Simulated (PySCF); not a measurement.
Work out the structure from these simulated measurements.

Formula: GaF3.

| Item | Value |
| --- | --- |
| XPS | F1s 692.7 (×3) eV [ΔSCF SCAN, pcX-2 on the ionised atom, pcseg-1 elsewhere, spin-free X2C] |
| UV, first state | lowest singlet excitation: 7.50 eV (165 nm, f = 0.000) [TDDFT PBE0/def2-SVPD] |
| UV, strongest line | among the 15 lowest singlet transitions: S12/S13 at 10.14 eV (122 nm, f = 0.336 summed over these states) [TDDFT PBE0/def2-SVPD] |
| Dipole | 0.00 D by symmetry (numerical residue 0.01 D) [PBE0/def2-SVPD] |
| Polarisability | 23.7 au [PBE0/def2-SVPD] |
| Rotational structure | rotational constants A, B, C: 5.956, 5.938, 2.974 GHz [PBE0-D3(BJ)/def2-SVP] |
| NMR, other nuclei | isotropic shieldings of nuclei other than C and H, by class: 355 (3 F), 1642 (1 Ga) ppm [GIAO B3LYP/pcSseg-1 (pcSseg-2 on Ga)] |
| Triplet | lowest triplet excitation (Tamm–Dancoff): 7.13 eV [TDA PBE0/def2-SVPD] |

The electronic properties come from PySCF, for the isolated species, density fitting. Levels stand in brackets. Geometry: PBE0-D3(BJ)/def2-SVP; no solvent, vibrations or thermal averaging. Relativistic effects, spin–orbit coupling among them, are left out (core-ionisation runs apart) although an element past zinc is present. Each NMR value is the plain mean over a class of atoms that symmetry, rotation or inversion makes alike.

**Question.** Propose a structure and show how it fits.

**Answer.** The other shieldings belong to: 355 ppm, fluorine bonded to Ga; 1642 ppm, gallium bonded to 3 F. The core levels belong to: F1s 692.7 eV, fluorine bonded to Ga. No core level of Ga was computed. The vanishing dipole is forced by symmetry. The optimised geometry has point group D3h and is an oblate symmetric top (the spread among constants that symmetry makes equal is optimisation noise). Structure: `[F][Ga]([F])[F]`. The assignments are read from this structure; whether some other isomer fits the data as well wasn't checked.
